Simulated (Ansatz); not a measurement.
Compare A (`C[C@H]1CC[C@H](C)CC1`) with its isomer B (`CC[C@@H]1CCC[C@H]1C`).

Computed with Ansatz on PBE0-D4/def2-TZVP structures; ΔE is electronic, products minus reactants. CCSD(T)/CBS is the MP2 limit (def2-TZVPP, def2-QZVPP) plus CCSD(T) − MP2 in def2-TZVPP, frozen cores. DFT in def2-TZVPP. B3LYP here is the variant with VWN-RPA as its local correlation; programs differ in this. Each species was taken in one conformer, which may not be the lowest.

A:

```xyz
24

C     1.094   -1.664   -2.138
C     0.240   -0.784   -1.243
C    -0.055   -1.458    0.091
C    -0.888   -0.576    1.008
C    -0.240    0.783    1.243
C    -1.094    1.664    2.138
C     0.055    1.458   -0.091
C     0.888    0.576   -1.008
H     1.282   -1.188   -3.104
H     0.614   -2.628   -2.326
H     2.065   -1.862   -1.672
H    -0.722   -0.610   -1.747
H     0.898   -1.696    0.582
H    -0.561   -2.414   -0.079
H    -1.879   -0.419    0.561
H    -1.059   -1.078    1.966
H     0.722    0.610    1.747
H    -1.282    1.188    3.104
H    -2.065    1.862    1.672
H    -0.614    2.628    2.326
H    -0.898    1.696   -0.582
H     0.561    2.414    0.079
H     1.879    0.419   -0.561
H     1.059    1.078   -1.966
```

B:

```xyz
24

C    -0.590    0.778   -2.691
C     0.417    0.607   -1.566
C    -0.157   -0.066   -0.333
C    -1.289    0.717    0.343
C    -1.270    0.302    1.829
C    -0.062   -0.631    1.981
C     0.844   -0.296    0.801
C     1.902   -1.343    0.519
H    -1.428    1.409   -2.386
H    -0.999   -0.188   -3.000
H    -0.132    1.240   -3.570
H     0.815    1.588   -1.275
H     1.271    0.027   -1.933
H    -0.543   -1.055   -0.627
H    -2.257    0.535   -0.128
H    -1.092    1.790    0.245
H    -1.161    1.181    2.469
H    -2.198   -0.188    2.132
H    -0.377   -1.678    1.893
H     0.439   -0.530    2.946
H     1.339    0.665    1.006
H     1.437   -2.307    0.290
H     2.534   -1.067   -0.329
H     2.557   -1.488    1.382
```

Which is lower in electronic energy at CCSD(T)/CBS, and by how much? (An estimate is asked.)

Ansatz gave: A, by 6.7 kcal/mol.

Give E(B) − E(A) in kcal/mol with HF/def2-TZVPP, B2PLYP, CCSD(T)/def2-TZVPP, r2SCAN-D4, ωB97M-V, B3LYP, PBE-D4. (Estimate.)

Computed: HF/def2-TZVPP 6.6, B2PLYP 6.4, CCSD(T)/def2-TZVPP 6.5, r2SCAN-D4 6.9, ωB97M-V 6.5, B3LYP 6.1, PBE-D4 6.1. None reverses the order clearly.

Largest T1 diagnostic: 0.009.

From BLYP to BHLYP (50 % exact exchange), in def2-TZVPP and without D4, E(B) − E(A) moves by +1.1 kcal/mol. Leaving LDA and LC-ωPBE aside and taking each functional with its dispersion term where it has one, the values, not all of them listed here, spread over 0.9 kcal/mol, from PBE-D4 to r2SCAN0-D4. LDA lies +1.8 kcal/mol from PBE without D4.
